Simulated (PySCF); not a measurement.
Isomers of C6H12O2SSi.

All values: PBE0/pcSseg-1 (PySCF) at GFN2-xTB geometries, gas phase, one conformer each.

Question: Rank by HOMO–LUMO gap, highest first.
A. `[CH3:1][CH:2]([CH3:3])[S:4][C@@H:5]1[CH2:6][Si@H:7]1[C:8](=[O:9])[OH:10]` with C1–C2–S4–C5 -68°, C2–S4–C5–C6 161°, C6–Si7–C8–O9 27°, Si7–C8–O10–H 180°
B. `[CH3:1][Si@@H:2]([O:3][CH:4]=[O:5])[S:6][C:7]1([CH3:8])[CH2:9][CH2:10]1` with C1–Si2–O3–C4 -60°, Si2–O3–C4–O5 -2°, C1–Si2–S6–C7 -177°, Si2–S6–C7–C8 81°
C. `[CH3:1][S@@:2](=[O:3])[C@H:4]1[CH2:5][C@H:6]([CH:7]=[O:8])[CH2:9][SiH2:10]1` with C1–S2–C4–C5 164°, C5–C6–C7–O8 131°, S2–C4–C5–C6 79°, C4–C5–C6–C7 170°, C5–C6–C9–Si10 -38°, C6–C9–Si10–C4 14°
D. `[CH3:1][S:2]/[C:3]([CH3:4])=[C:5](/[CH3:6])[SiH2:7][O:8][CH:9]=[O:10]` with C1–S2–C3–C4 -79°, C3–C5–Si7–O8 -69°, C5–Si7–O8–C9 -177°, Si7–O8–C9–O10 1°
E. `[CH3:1][S@@:2](=[O:3])/[CH:4]=[CH:5]\[C:6](=[O:7])[CH2:8][CH2:9][SiH3:10]` with C1–S2–C4–C5 91°, C4–C5–C6–O7 -10°, C5–C6–C8–C9 -175°, C6–C8–C9–Si10 66°
F. `[CH3:1][S:2][CH2:3][C@H:4]1[CH2:5][O:6][CH2:7][C:8](=[O:9])[SiH2:10]1` with C1–S2–C3–C4 79°, S2–C3–C4–C5 66°, C3–C4–C5–O6 103°, C4–C5–O6–C7 85°, C5–O6–C7–C8 -69°, O6–C7–C8–O9 175°

Answer: B (6.94 eV), C (6.18 eV), D (5.69 eV), F (5.11 eV), A (4.93 eV), E (4.17 eV).

Question: Rank by LUMO energy, lowest first.
A. `[CH3:1][O:2][C@@H:3]1[Si@@H:4]([S:5][CH3:6])[C@@:7]1([CH3:8])[CH:9]=[O:10]` with C1–O2–C3–Si4 -85°, C3–Si4–S5–C6 117°, Si4–C7–C9–O10 -117°
B. `[CH3:1][S:2][CH2:3][C@H:4]1[CH2:5][O:6][CH2:7][C:8](=[O:9])[SiH2:10]1` with C1–S2–C3–C4 79°, S2–C3–C4–C5 66°, C3–C4–C5–O6 103°, C4–C5–O6–C7 85°, C5–O6–C7–C8 -69°, O6–C7–C8–O9 175°
C. `[CH3:1][S:2][C:3]([SiH2:4][O:5][CH:6]=[O:7])=[C:8]([CH3:9])[CH3:10]` with C1–S2–C3–Si4 73°, S2–C3–Si4–O5 -124°, C3–Si4–O5–C6 -178°, Si4–O5–C6–O7 1°
D. `[CH3:1][S@@:2](=[O:3])/[CH:4]=[CH:5]\[C:6](=[O:7])[CH2:8][CH2:9][SiH3:10]` with C1–S2–C4–C5 91°, C4–C5–C6–O7 -10°, C5–C6–C8–C9 -175°, C6–C8–C9–Si10 66°
E. `[CH3:1][Si@@H:2]([O:3][CH:4]=[O:5])[S:6][C:7]1([CH3:8])[CH2:9][CH2:10]1` with C1–Si2–O3–C4 -60°, Si2–O3–C4–O5 -2°, C1–Si2–S6–C7 -177°, Si2–S6–C7–C8 81°

Answer: D (-2.26 eV), B (-1.38 eV), A (-1.05 eV), C (-0.77 eV), E (-0.16 eV).

Question: Rank by dipole moment, highest first.
A. `[CH3:1][Si@@H:2]([O:3][CH:4]=[O:5])[S:6][C:7]1([CH3:8])[CH2:9][CH2:10]1` with C1–Si2–O3–C4 -60°, Si2–O3–C4–O5 -2°, C1–Si2–S6–C7 -177°, Si2–S6–C7–C8 81°
B. `[CH3:1][S:2][C:3]([SiH2:4][O:5][CH:6]=[O:7])=[C:8]([CH3:9])[CH3:10]` with C1–S2–C3–Si4 73°, S2–C3–Si4–O5 -124°, C3–Si4–O5–C6 -178°, Si4–O5–C6–O7 1°
C. `[CH3:1][S@@:2](=[O:3])[C@H:4]1[CH2:5][C@H:6]([CH:7]=[O:8])[CH2:9][SiH2:10]1` with C1–S2–C4–C5 164°, C5–C6–C7–O8 131°, S2–C4–C5–C6 79°, C4–C5–C6–C7 170°, C5–C6–C9–Si10 -38°, C6–C9–Si10–C4 14°
D. `[CH3:1][S@@:2](=[O:3])/[CH:4]=[CH:5]\[C:6](=[O:7])[CH2:8][CH2:9][SiH3:10]` with C1–S2–C4–C5 91°, C4–C5–C6–O7 -10°, C5–C6–C8–C9 -175°, C6–C8–C9–Si10 66°
E. `[CH3:1][O:2][C@@H:3]1[Si@@H:4]([S:5][CH3:6])[C@@:7]1([CH3:8])[CH:9]=[O:10]` with C1–O2–C3–Si4 -85°, C3–Si4–S5–C6 117°, Si4–C7–C9–O10 -117°
F. `[CH3:1][S:2]/[C:3]([CH3:4])=[C:5](/[CH3:6])[SiH2:7][O:8][CH:9]=[O:10]` with C1–S2–C3–C4 -79°, C3–C5–Si7–O8 -69°, C5–Si7–O8–C9 -177°, Si7–O8–C9–O10 1°

Answer: C (5.53 D), D (5.24 D), F (4.01 D), B (3.21 D), E (3.00 D), A (1.58 D).

All values together:

```csv
SMILES,μ (D),HOMO (eV),LUMO (eV),lowest IAO charge (e),highest IAO charge (e),lowest Hirshfeld charge (e),highest Hirshfeld charge (e)
CS/C(C)=C(/C)[SiH2]OC=O,4.01,-6.64,-0.95,-0.573 (O),+0.948 (Si),-0.251 (O),+0.370 (Si)
C[S@@](=O)/C=C\C(=O)CC[SiH3],5.24,-6.44,-2.26,-0.918 (O),+1.160 (S),-0.383 (O),+0.350 (S)
C[Si@@H](OC=O)SC1(C)CC1,1.58,-7.10,-0.16,-0.733 (C),+1.026 (Si),-0.246 (O),+0.398 (Si)
CSC[C@H]1COCC(=O)[SiH2]1,1.74,-6.49,-1.38,-0.504 (C),+0.670 (Si),-0.226 (O),+0.315 (Si)
CSC([SiH2]OC=O)=C(C)C,3.21,-6.41,-0.77,-0.576 (O),+0.945 (Si),-0.249 (O),+0.376 (Si)
CC(C)S[C@@H]1C[Si@H]1C(=O)O,1.97,-6.05,-1.12,-0.500 (C),+0.711 (Si),-0.265 (O),+0.310 (Si)
CO[C@@H]1[Si@@H](SC)[C@@]1(C)C=O,3.00,-6.62,-1.05,-0.494 (C),+0.630 (Si),-0.243 (O),+0.281 (Si)
C[S@@](=O)[C@H]1C[C@H](C=O)C[SiH2]1,5.53,-6.86,-0.68,-0.909 (O),+1.090 (S),-0.340 (O),+0.341 (S)
```

Conformers: `[CH3:1][S:2]/[C:3]([CH3:4])=[C:5](/[CH3:6])[SiH2:7][O:8][CH:9]=[O:10]` with C1–S2–C3–C4 -79°, C3–C5–Si7–O8 -69°, C5–Si7–O8–C9 -177°, Si7–O8–C9–O10 1°; `[CH3:1][S@@:2](=[O:3])/[CH:4]=[CH:5]\[C:6](=[O:7])[CH2:8][CH2:9][SiH3:10]` with C1–S2–C4–C5 91°, C4–C5–C6–O7 -10°, C5–C6–C8–C9 -175°, C6–C8–C9–Si10 66°; `[CH3:1][Si@@H:2]([O:3][CH:4]=[O:5])[S:6][C:7]1([CH3:8])[CH2:9][CH2:10]1` with C1–Si2–O3–C4 -60°, Si2–O3–C4–O5 -2°, C1–Si2–S6–C7 -177°, Si2–S6–C7–C8 81°; `[CH3:1][S:2][CH2:3][C@H:4]1[CH2:5][O:6][CH2:7][C:8](=[O:9])[SiH2:10]1` with C1–S2–C3–C4 79°, S2–C3–C4–C5 66°, C3–C4–C5–O6 103°, C4–C5–O6–C7 85°, C5–O6–C7–C8 -69°, O6–C7–C8–O9 175°; `[CH3:1][S:2][C:3]([SiH2:4][O:5][CH:6]=[O:7])=[C:8]([CH3:9])[CH3:10]` with C1–S2–C3–Si4 73°, S2–C3–Si4–O5 -124°, C3–Si4–O5–C6 -178°, Si4–O5–C6–O7 1°; `[CH3:1][CH:2]([CH3:3])[S:4][C@@H:5]1[CH2:6][Si@H:7]1[C:8](=[O:9])[OH:10]` with C1–C2–S4–C5 -68°, C2–S4–C5–C6 161°, C6–Si7–C8–O9 27°, Si7–C8–O10–H 180°; `[CH3:1][O:2][C@@H:3]1[Si@@H:4]([S:5][CH3:6])[C@@:7]1([CH3:8])[CH:9]=[O:10]` with C1–O2–C3–Si4 -85°, C3–Si4–S5–C6 117°, Si4–C7–C9–O10 -117°; `[CH3:1][S@@:2](=[O:3])[C@H:4]1[CH2:5][C@H:6]([CH:7]=[O:8])[CH2:9][SiH2:10]1` with C1–S2–C4–C5 164°, C5–C6–C7–O8 131°, S2–C4–C5–C6 79°, C4–C5–C6–C7 170°, C5–C6–C9–Si10 -38°, C6–C9–Si10–C4 14°.
